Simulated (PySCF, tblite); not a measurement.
C3H15NOSi3.
Cartesian coordinates in Å at the GFN2-xTB level; atoms count from 1:
```
atom  x, y, z in Å
C1    -2.9165    1.5227    0.2771
Si2   -1.0230    1.3439    0.3332
Si3   -0.3231   -0.7541   -0.3336
C4    -1.3513   -2.1842    0.4183
O5    -0.5887   -0.6946   -1.9532
C6     1.5123   -1.1695   -0.0050
Si7    2.7667    0.1397   -0.5594
N8     2.7467    1.3541    0.6629
H9    -3.2382    2.5084    0.6012
H10   -3.4016    0.7926    0.9195
H11   -3.2887    1.3693   -0.7320
H12   -0.4598    2.4497   -0.4634
H13   -0.6120    1.6475    1.7218
H14   -2.4007   -2.0932    0.1517
H15   -1.2899   -2.1883    1.5020
H16   -1.0115   -3.1575    0.0714
H17   -0.3519   -1.4175   -2.5291
H18    1.7547   -2.1059   -0.5100
H19    1.6592   -1.3582    1.0570
H20    2.4466    0.5903   -1.9259
H21    4.1425   -0.3752   -0.5595
H22    3.3655    2.1419    0.5625
H23    1.8579    1.6650    1.0209
```

Method: PBE0/pcSseg-1 in PySCF (dipole) on a GFN2-xTB geometry, gas phase.

Take the most abundant isotopes and a rigid rotor. The values belong to one conformer with, in the numbering `[CH3:1][SiH2:2][Si@@:3]([CH3:4])([OH:5])[CH2:6][SiH2:7][NH2:8]`, C1–Si2–Si3–C4 -44°, Si2–Si3–O5–H 177°, Si2–Si3–C6–Si7 -49°, Si3–C6–Si7–N8 79°, C6–Si7–N8–H 179° and -44°.

Question: Give the principal moments of inertia and the rotational constants in GHz.

Answer: Ia = 354.26, Ib = 673.70, Ic = 859.31 u·Å²; 505379 MHz·u·Å²/I gives 1427, 750.2 and 588.1 MHz, that is A = 1.4266, B = 0.7502, C = 0.5881 GHz.

Question: Classify the top.

Answer: An asymmetric top; Ray's κ = -0.613.

Question: Is it planar, by Δ = Ic − Ia − Ib?

Answer: Not planar: Δ = Ic − Ia − Ib = -168.64 u·Å². For a rigid frame Δ = −2 Σ m c², so Σ m c² = 84.32 u·Å² lies off the ab plane: 21.03 from hydrogen and 63.29 from heavier atoms. The atom farthest from that plane is 2.18 Å away.

Question: Give the other two planar moments, Paa and Pbb, and the rms extents of the mass along the axes.

Answer: Paa = Σ m a² = (Ib + Ic − Ia)/2 = 589.37 and Pbb = Σ m b² = (Ia + Ic − Ib)/2 = 269.94 u·Å². With the mass M = 165.05 u, the rms extents √(P/M) along a, b and c are 1.89, 1.28, 0.71 Å.

Question: Predict some low-J microwave lines.

Answer: The dipole components are |μa| = 0.58 D, |μb| = 1.07 D, |μc| = 0.12 D. The squared components, which scale the intensities, stand as 0.29 : 1.00 : 0.01 (a : b : c). Some lines, for components of 0.1 D or more:

```json
{"type": "a", "branch": "Q", "J(Ka,Kc)": "2(1,1) ← 2(1,2)", "MHz": "486", "lower level (cm⁻¹)": "0.151"}
{"type": "c", "branch": "Q", "J(Ka,Kc)": "2(1,2) ← 2(0,2)", "MHz": "540", "lower level (cm⁻¹)": "0.133"}
{"type": "c", "branch": "Q", "J(Ka,Kc)": "1(1,1) ← 1(0,1)", "MHz": "676", "lower level (cm⁻¹)": "0.045"}
{"type": "b", "branch": "Q", "J(Ka,Kc)": "1(1,0) ← 1(0,1)", "MHz": "838", "lower level (cm⁻¹)": "0.045"}
{"type": "b", "branch": "Q", "J(Ka,Kc)": "2(1,1) ← 2(0,2)", "MHz": "1026", "lower level (cm⁻¹)": "0.133"}
{"type": "a", "branch": "R", "J(Ka,Kc)": "1(0,1) ← 0(0,0)", "MHz": "1338", "lower level (cm⁻¹)": "0.000"}
{"type": "c", "branch": "Q", "J(Ka,Kc)": "3(2,2) ← 3(1,2)", "MHz": "1804", "lower level (cm⁻¹)": "0.309"}
{"type": "b", "branch": "Q", "J(Ka,Kc)": "3(2,1) ← 3(1,2)", "MHz": "1929", "lower level (cm⁻¹)": "0.309"}
{"type": "b", "branch": "R", "J(Ka,Kc)": "1(1,1) ← 0(0,0)", "MHz": "2015", "lower level (cm⁻¹)": "0.000"}
{"type": "c", "branch": "Q", "J(Ka,Kc)": "2(2,1) ← 2(1,1)", "MHz": "2029", "lower level (cm⁻¹)": "0.167"}
{"type": "b", "branch": "R", "J(Ka,Kc)": "3(1,2) ← 2(2,1)", "MHz": "2211", "lower level (cm⁻¹)": "0.235"}
{"type": "b", "branch": "Q", "J(Ka,Kc)": "2(2,1) ← 2(1,2)", "MHz": "2515", "lower level (cm⁻¹)": "0.151"}
{"type": "a", "branch": "R", "J(Ka,Kc)": "2(1,1) ← 1(1,0)", "MHz": "2839", "lower level (cm⁻¹)": "0.073"}
{"type": "c", "branch": "R", "J(Ka,Kc)": "2(1,1) ← 1(0,1)", "MHz": "3677", "lower level (cm⁻¹)": "0.045"}
{"type": "b", "branch": "Q", "J(Ka,Kc)": "3(3,0) ← 3(2,1)", "MHz": "3680", "lower level (cm⁻¹)": "0.373"}
{"type": "b", "branch": "Q", "J(Ka,Kc)": "3(3,1) ← 3(2,2)", "MHz": "3802", "lower level (cm⁻¹)": "0.369"}
{"type": "a", "branch": "R", "J(Ka,Kc)": "3(0,3) ← 2(0,2)", "MHz": "3916", "lower level (cm⁻¹)": "0.133"}
{"type": "a", "branch": "R", "J(Ka,Kc)": "3(2,2) ← 2(2,1)", "MHz": "4015", "lower level (cm⁻¹)": "0.235"}
{"type": "a", "branch": "R", "J(Ka,Kc)": "3(1,2) ← 2(1,1)", "MHz": "4240", "lower level (cm⁻¹)": "0.167"}
{"type": "b", "branch": "R", "J(Ka,Kc)": "3(1,3) ← 2(0,2)", "MHz": "4297", "lower level (cm⁻¹)": "0.133"}
{"type": "c", "branch": "R", "J(Ka,Kc)": "2(2,1) ← 1(1,1)", "MHz": "5030", "lower level (cm⁻¹)": "0.067"}
{"type": "b", "branch": "R", "J(Ka,Kc)": "3(2,1) ← 2(1,2)", "MHz": "6655", "lower level (cm⁻¹)": "0.151"}
{"type": "b", "branch": "R", "J(Ka,Kc)": "3(3,1) ← 2(2,0)", "MHz": "7791", "lower level (cm⁻¹)": "0.236"}
{"type": "c", "branch": "R", "J(Ka,Kc)": "3(3,1) ← 2(2,1)", "MHz": "7817", "lower level (cm⁻¹)": "0.235"}
{"type": "b", "branch": "R", "J(Ka,Kc)": "3(3,0) ← 2(2,1)", "MHz": "7820", "lower level (cm⁻¹)": "0.235"}
```

Its GFN2-xTB frequencies are all real (lowest 21 cm⁻¹). These are rigid-rotor constants of the computed structure; measured ground-state constants (B0) also hold zero-point vibration. A rigid rotor knows nothing of inversion at nitrogen or internal rotation, which can split or shift real lines. Quadrupole hyperfine structure (14N) is left out.
